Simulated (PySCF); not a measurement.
C₂H₈AlBO₃, singlet, geometry from GFN2-xTB (such geometries of metal compounds can be far from the true shape); CASSCF(4,3)+NEVPT2/STO-3G (PySCF).

PySCF was given this input:
```python
from pyscf import gto, scf, mcscf, mrpt
import numpy

mol = gto.M(
    atom='''
B    -1.61487772   -0.11555649    0.34967872
C    -2.08013195   -0.58267841    1.80140884
C    -2.70174262    0.30366306   -0.73931671
O    -0.32243573   -0.08668907    0.04385711
Al    1.29578114    0.07056685   -0.28978670
O     2.17132139   -1.15059269   -0.98696764
O     1.97569338    1.51974373    0.11671971
H    -1.27186317   -1.04680715    2.36179832
H    -2.42025524    0.27761913    2.37479516
H    -2.91366756   -1.27953498    1.76190707
H    -3.28995847   -0.55943628   -1.04529518
H    -3.40440052    1.03154442   -0.34103794
H    -2.24621368    0.72641513   -1.63171652
H     2.05575345   -2.03278419   -1.31024218
H     2.81445392    1.95779365    0.08719871
''',
    basis='sto-3g',
    verbose=4,
)

mf = scf.RHF(mol)
mf.kernel()
mc = mcscf.CASSCF(mf, 3, 4)
mc.fix_spin_(ss=0.0)
mc.kernel()
occ = numpy.linalg.eigvalsh(mc.fcisolver.make_rdm1(mc.ci, mc.ncas, mc.nelecas))[::-1]
ss = mc.fcisolver.spin_square(mc.ci, mc.ncas, mc.nelecas)[0]
print('natural occupations', occ.round(4), ' <S^2>', round(ss, 4))
e2 = mrpt.NEVPT(mc).kernel()
print('E(NEVPT2) = %.10f' % (mc.e_tot + e2))
```

Output, abridged:

```
PySCF version 2.14.0

[INPUT] verbose = 4
[INPUT] num. atoms = 15
[INPUT] num. electrons = 62
[INPUT] charge = 0
[INPUT] spin (= nelec alpha-beta = 2S) = 0
[INPUT] symmetry False subgroup None
[INPUT] Mole.unit = angstrom
[INPUT] Symbol           X                Y                Z      unit          X                Y                Z       unit  Magmom
[...]
nuclear repulsion = 345.665879802678
number of shells = 31
number of NR pGTOs = 141
number of NR cGTOs = 47
basis = sto-3g
ecp = {}

******** <class 'pyscf.scf.hf.RHF'> ********
method = RHF
initial guess = minao
damping factor = 0
level_shift factor = 0
DIIS = <class 'pyscf.scf.diis.CDIIS'>
diis_start_cycle = 1
diis_space = 8
diis_damp = 0
SCF conv_tol = 1e-09
SCF conv_tol_grad = None
SCF max_cycles = 50
direct_scf = True
direct_scf_tol = 1e-13
Set gradient conv threshold to 3.16228e-05
Initial guess from minao.
init E= -565.239478491982
[...]
cycle= 1 E= -564.377989395136  delta_E= 0.861  |g|= 0.738  |ddm|= 4.63
[...]
cycle= 2 E= -564.563844124835  delta_E= -0.186  |g|= 0.203  |ddm|= 1.22
[...]
cycle= 3 E= -564.57585866171  delta_E= -0.012  |g|= 0.0435  |ddm|= 0.285
[...]
cycle= 4 E= -564.57659130186  delta_E= -0.000733  |g|= 0.0114  |ddm|= 0.0741
[...]
cycle= 5 E= -564.576638480007  delta_E= -4.72e-05  |g|= 0.00125  |ddm|= 0.0194
[...]
cycle= 6 E= -564.576639565467  delta_E= -1.09e-06  |g|= 0.000426  |ddm|= 0.00274
[...]
cycle= 7 E= -564.576639713087  delta_E= -1.48e-07  |g|= 9e-05  |ddm|= 0.00118
[...]
cycle= 8 E= -564.576639719308  delta_E= -6.22e-09  |g|= 1.23e-05  |ddm|= 0.000261
[...]
cycle= 9 E= -564.576639719398  delta_E= -9.03e-11  |g|= 2.46e-06  |ddm|= 2.92e-05
[...]
Extra cycle  E= -564.5766397194  delta_E= -1.82e-12  |g|= 8.44e-07  |ddm|= 4.56e-06
converged SCF energy = -564.5766397194

******** <class 'pyscf.mcscf.mc1step.CASSCF'> ********
CAS (2e+2e, 3o), ncore = 29, nvir = 15
max_cycle_macro = 50
max_cycle_micro = 4
conv_tol = 1e-07
conv_tol_grad = None
orbital rotation max_stepsize = 0.02
orbital rotation threshold for CI restart = 0.01
augmented hessian ah_max_cycle = 30
augmented hessian ah_conv_tol = 1e-12
augmented hessian ah_linear dependence = 1e-14
augmented hessian ah_level shift = 1e-08
augmented hessian ah_start_tol = 2.5
augmented hessian ah_start_cycle = 3
augmented hessian ah_grad_trust_region = 3
kf_trust_region = 3
kf_interval = 4
ci_response_space = 4
ci_grad_trust_region = 3
with_dep4 0
natorb = False
canonicalization = True
sorting_mo_energy = False
ao2mo_level = 2
internal_rotation = False
******** <class 'pyscf.fci.addons.SpinPenaltyFCISolver'> ********
max. cycles = 50
conv_tol = 1e-08
davidson only = True
linear dependence = 1e-12
level shift = 0.001
max iter space = 12
nroots = 1
pspace_size = 400
spin = None
CASCI E = -564.576714263403  S^2 = 0.0000000
Set conv_tol_grad to 0.000316228
macro iter   1 (  7 JK    2 micro), CASSCF E = -564.576723357971  dE = -9.09456810e-06  S^2 = 0.0000000
               |grad[o]|=0.000234  |grad[c]|=0.00151  |ddm|=0.00118  |maxRot[o]|=0.0632
macro iter   2 ( 17 JK    4 micro), CASSCF E = -564.576773681041  dE = -5.03230705e-05  S^2 = 0.0000000
               |grad[o]|=0.000252  |grad[c]|=0.0124  |ddm|=0.00932  |maxRot[o]|=0.132
macro iter   3 (  7 JK    2 micro), CASSCF E = -564.576918709468  dE = -1.45028427e-04  S^2 = 0.0000000
               |grad[o]|=0.00043  |grad[c]|=0.00465  |ddm|=0.00968  |maxRot[o]|=0.0698
macro iter   4 (  7 JK    2 micro), CASSCF E = -564.577190523544  dE = -2.71814076e-04  S^2 = 0.0000000
               |grad[o]|=0.000962  |grad[c]|=0.00245  |ddm|=0.00688  |maxRot[o]|=0.0538
macro iter   5 ( 21 JK    4 micro), CASSCF E = -564.579265043777  dE = -2.07452023e-03  S^2 = 0.0000000
               |grad[o]|=0.00194  |grad[c]|=0.0126  |ddm|=0.0401  |maxRot[o]|=0.195
macro iter   6 ( 21 JK    4 micro), CASSCF E = -564.584010732600  dE = -4.74568882e-03  S^2 = 0.0000000
               |grad[o]|=0.00536  |grad[c]|=0.0091  |ddm|=0.00613  |maxRot[o]|= 0.26
[...]
macro iter  26 (  5 JK    2 micro), CASSCF E = -564.588179156437  dE = -1.24483199e-06  S^2 = 0.0000000
               |grad[o]|=0.000297  |grad[c]|=0.00035  |ddm|=0.000217  |maxRot[o]|=0.0222
macro iter  27 (  4 JK    1 micro), CASSCF E = -564.588179296746  dE = -1.40309226e-07  S^2 = 0.0000000
               |grad[o]|=0.000116  |grad[c]|=0.000126  |ddm|=3.36e-05  |maxRot[o]|=0.00869
macro iter  28 (  3 JK    1 micro), CASSCF E = -564.588179297096  dE = -3.49928087e-10  S^2 = 0.0000000
               |grad[o]|=2.87e-05  |grad[c]|=9.89e-06  |ddm|=5.25e-06  |maxRot[o]|=0.000351
1-step CASSCF converged in  28 macro (341 JK  79 micro) steps
CASSCF canonicalization
Density matrix diagonal elements [1.99981862 1.98628856 0.01389282]
CASSCF energy = -564.588179297096
CASCI E = -564.588179297096  E(CI) = -4.54952030813058  S^2 = 0.0000000
natural occupations [1.9998 1.9864 0.0138]  <S^2> 0.0

******** <class 'pyscf.mrpt.nevpt2.NEVPT'> ********
NEVPT2 (2e+2e, 3o), ncore = 29, nvir = 15
root = 0
Natural occ [1.99981982 1.98636921 0.01381098]
Natural orbital (expansion on meta-Lowdin AOs) in CAS space
               #1        #2        #3
0 B 1s           0.04996  -0.00881   0.01008
0 B 2s           0.34486   0.35350  -0.49594
0 B 2px          0.02444  -0.34856   0.37782
0 B 2py         -0.05898   0.14204  -0.15369
0 B 2pz          0.17430  -0.35808   0.37945
1 C 1s          -0.00022   0.00088  -0.00116
1 C 2s           0.19767  -0.04041   0.04596
1 C 2px          0.06251  -0.01566   0.01698
1 C 2py          0.13256  -0.01585   0.02079
1 C 2pz         -0.40752   0.05525  -0.06493
2 C 1s          -0.04403   0.00158  -0.00552
2 C 2s          -0.37324   0.32845   0.35219
2 C 2px          0.12572   0.47522   0.37278
2 C 2py         -0.07148  -0.17170  -0.13504
2 C 2pz          0.15188   0.46721   0.36753
3 O 1s           0.00009   0.00071  -0.00097
3 O 2s           0.09149  -0.03398   0.03444
3 O 2px         -0.30883   0.05435  -0.05828
3 O 2py          0.14721  -0.02680   0.03618
3 O 2pz         -0.34328   0.07000  -0.08883
4 Al 1s          0.00008  -0.00006   0.00006
4 Al 2s         -0.00020   0.00034  -0.00036
4 Al 3s         -0.03527   0.01850  -0.01887
4 Al 2px        -0.00217   0.00019  -0.00023
4 Al 2py        -0.00069   0.00034  -0.00040
4 Al 2pz         0.00191  -0.00088   0.00102
4 Al 3px         0.01694  -0.00887   0.01056
4 Al 3py         0.03748  -0.01469   0.01531
4 Al 3pz        -0.09316   0.03779  -0.03935
5 O 1s          -0.00005   0.00003  -0.00003
5 O 2s           0.00283  -0.00174   0.00160
5 O 2px         -0.00903   0.00358  -0.00428
5 O 2py         -0.00857   0.00236  -0.00308
5 O 2pz          0.03318  -0.01089   0.01305
6 O 1s          -0.00008   0.00005  -0.00005
6 O 2s           0.00681  -0.00365   0.00367
6 O 2px          0.00108  -0.00036   0.00014
6 O 2py         -0.01569   0.00586  -0.00683
6 O 2pz          0.02827  -0.00870   0.01058
7 H 1s          -0.08466   0.03772  -0.05552
8 H 1s          -0.00676  -0.00479   0.00721
9 H 1s           0.00168  -0.01621   0.02389
10 H 1s         -0.22259  -0.03905   0.00706
11 H 1s         -0.23903  -0.03720   0.00412
12 H 1s         -0.24716  -0.04151  -0.00181
13 H 1s         -0.00142   0.00079  -0.00090
14 H 1s         -0.00610   0.00318  -0.00328
<CAS-nat-orb|mo-hf>  30     16       0.46046261
<CAS-nat-orb|mo-hf>  30     31      -0.47744892
<CAS-nat-orb|mo-hf>  31     24       0.54888649
<CAS-nat-orb|mo-hf>  31     31       0.53081999
<CAS-nat-orb|mo-hf>  32     37      -0.52744541
<CAS-nat-orb|mo-hf>  32     40      -0.46557342
<CAS-nat-orb|mo-hf>  32     45       0.54723754
Sr    (-1)',   E = -0.00133155853913
Si    (+1)',   E = -0.00000000000803
Sijrs (0)  ,   E = -0.21981524507898
Sijr  (+1) ,   E = -0.00349614679362
Srsi  (-1) ,   E = -0.02208310510238
Srs   (-2) ,   E = -0.00357374316067
Sij   (+2) ,   E = -0.00032234562656
Sir   (0)' ,   E = -0.01400246894566
Nevpt2 Energy = -0.264624613255027
E(NEVPT2) = -564.8528039104
```
